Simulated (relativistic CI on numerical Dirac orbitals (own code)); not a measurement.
A reference radial Dirac CI calculation of Pm⁴³⁺ gave the lowest total energy -8401.48606 Ha in 27 SCF steps, from this input:

```
atom Pm  Z=61  charge=43  electrons=18
nucleus A=145  rms_radius_fm=4.9620
hamiltonian dirac-coulomb  breit=on  qed=on  c_scale=1
orbitals kli  potential=per-configuration
slater_scale 1
correlation none
mixing on
grid step=0.0125 r_max=2.9
scf mixing=0.4 start=green max_iterations=150 tolerance=2e-08 node_fill=0.05
configurations
  [Ne] 3s2 3p6
  [Ne] 3s2 3p5 3d
  [Ne] 3s2 3p4 3d2
end
```

One setting was then changed, and the output read:

```
SCF 1: [Ne] 3s2 3p6
 iter      energy (Ha)   residual   last orbital (Ha)
    1     -8231.783802   4.82e+00   -169.88072
    2     -8261.552123   2.82e+00   -151.74698
    3     -8276.701175   6.21e-02   -129.06716
    4     -8276.707183   2.88e-02   -129.22359
    5     -8276.709529   1.21e-04   -128.98277
    6     -8276.709531   3.09e-05   -128.98406
    7     -8276.709532   2.35e-06   -128.98405
    8     -8276.709532   1.68e-08   -128.98404
SCF 2: [Ne] 3s2 3p5 3d
 iter      energy (Ha)   residual   last orbital (Ha)
    1     -8221.738797   4.83e+00   -166.74703
    2     -8252.390720   2.82e+00   -146.30391
    3     -8267.946297   7.05e-02   -121.03179
    4     -8267.958495   2.22e-02   -121.26672
    5     -8267.959704   5.73e-04   -121.01692
    6     -8267.959723   1.30e-04   -121.01459
    7     -8267.959728   3.17e-06   -121.01374
    8     -8267.959728   7.07e-08   -121.01370
    9     -8267.959728   9.67e-09   -121.01370
SCF 3: [Ne] 3s2 3p4 3d2
 iter      energy (Ha)   residual   last orbital (Ha)
    1     -8211.375150   4.87e+00   -166.74703
    2     -8242.957136   2.84e+00   -146.09379
    3     -8258.938564   7.48e-02   -120.62764
    4     -8258.951561   3.73e-02   -120.92379
    5     -8258.955334   2.45e-04   -120.61718
    6     -8258.955342   7.73e-05   -120.61645
    7     -8258.955345   4.09e-06   -120.61601
    8     -8258.955345   3.52e-08   -120.61597
    9     -8258.955345   1.36e-08   -120.61597
orbital energies (Ha): 1s -1716.0839  2s -355.1740  2p1/2 -342.6450  2p3/2 -329.8522  3s -136.9545  3p1/2 -132.1175  3p3/2 -128.9840
configuration averages (Ha): Dirac-Coulomb, Breit, QED
  3p6                          -8276.709532    4.970840    4.885237
  3p5 3d                       -8267.959728    4.919240    4.877919
  3p4 3d2                      -8258.955345    4.869762    4.870629
levels: no., configuration, term, J, E (cm-1), weight
   1 3p6                    1S   0                0.0  0.98
   2 3p5 3d                 3P*  0          1547358.7  1.00
   3 3p5 3d                 3P*  1          1599704.7  0.80
   4 3p5 3d                 3F*  3          1649710.6  0.61
   5 3p5 3d                 3D*  2          1670444.2  0.52
   6 3p5 3d                 3F*  4          1764944.5  1.00
   7 3p5 3d                 1D*  2          1794746.1  0.47
   8 3p5 3d                 3D*  3          1871793.3  0.68
   9 3p5 3d                 3D*  1          2019038.9  0.58
  10 3p5 3d                 3F*  2          2304821.9  0.68
  11 3p5 3d                 3D*  2          2473599.0  0.43
  12 3p5 3d                 3F*  3          2502841.0  0.38
  13 3p5 3d                 1P*  1          2603799.1  0.74
  14 3p4 3d2                5D   0          3082455.7  0.53
lowest total energy -8267.236390 Ha
end: converged
```

Question: Which setting was changed?
A. configuration list
B. speed of light
C. grid step
D. SCF tolerance

Answer: B. The speed of light × 1.25.
